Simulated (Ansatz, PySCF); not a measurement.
CLiN, neutral, multiplicity 1. Atoms are numbered in the order given.

```xyz
3

Li     0.0000     0.0000     1.8816
C      0.0000     0.0000    -1.0709
N      0.0000     0.0000     0.1116
```
Charge 0, spin multiplicity 1.

Coordinates come from a PBE-D3(BJ)/def2-TZVPD optimisation.

Vertical ionisation energy (IE) and electron affinity (EA) in eV. Rows of orbital energies are one-electron estimates. Where ΔSCF, EOM or ADC give a negative EA the extra electron is unbound and the value depends on the basis.

```tsv
level	IE	EA
−ε(HOMO), −ε(LUMO), HF/def2-TZVPD (PySCF)	10.89	0.44
−ε(HOMO), −ε(LUMO), B3LYP/def2-TZVPD (PySCF)	?	?
−ε(HOMO), −ε(LUMO), PBE/def2-TZVPD (PySCF)	5.37	1.92
ΔSCF, PBE0/def2-TZVPD (Ansatz), final states of multiplicity 2 and 2	9.48	0.74
ΔSCF, PBE/def2-TZVPD (Ansatz), final states of multiplicity 2 and 2	9.41	0.75
```

**Question.** Some entries are withheld; supply them. (The exact figures need the calculation; the answer reports its results.)

**Answer.** 
- −ε(HOMO), −ε(LUMO), B3LYP/def2-TZVPD (PySCF), IE: 6.71
- −ε(HOMO), −ε(LUMO), B3LYP/def2-TZVPD (PySCF), EA: 1.77

**Question.** What vertical singlet–triplet gap does ΔSCF give with PBE0/def2-TZVPD (Ansatz, a quantum-chemistry and plane-wave program) and with PBE/def2-TZVPD (Ansatz)? (An estimate is asked for; the answer gives what the named calculation found.)

**Answer.** 4.94 and 4.68 eV (triplet above singlet where positive).
